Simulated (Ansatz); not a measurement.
aluminum atom (Al), doublet. Base run: CCSD/cc-pVTZ run with Ansatz (a program for electronic structure).

Input for Ansatz:
Ansatz 0.2 input:
```yaml
crystal:
  periodic: [false, false, false]
  atoms:
    - {symbol: Al, position_ang: [0.00000000, 0.00000000, 0.00000000]}
basis:
  gaussian:
    orbitals: cc-pVTZ
magnetization: {spin_polarized: true, initial_magnetization: 1}
correlation: {method: ccsd}
```

The base run was repeated with changes; each row names its change, and settings that it needs were set with it.

```tsv
change	ΔE vs base (kcal/mol)	MP2 correlation (Eh)	CC correlation without the perturbative part (Eh)	basis functions
base	0.000	-0.03585	-0.05101	34
method = rpa	-5.25	-	-	34
method = ccsd_t	-0.72	-0.03585	-0.05101	34
method = bccd	0.071	-0.03585	-0.05090	34
accuracy = high	0.000	-0.03585	-0.05101	34
diis_vectors = 4	0.000	-0.03585	-0.05101	34
method = bccd_t	-0.71	-0.03585	-0.05090	34
method = mp2	9.52	-0.03585	-	34
diis_vectors = 2	0.000	-0.03585	-0.05101	34
electrons = all	-39.25	-0.09811	-0.11356	34
```
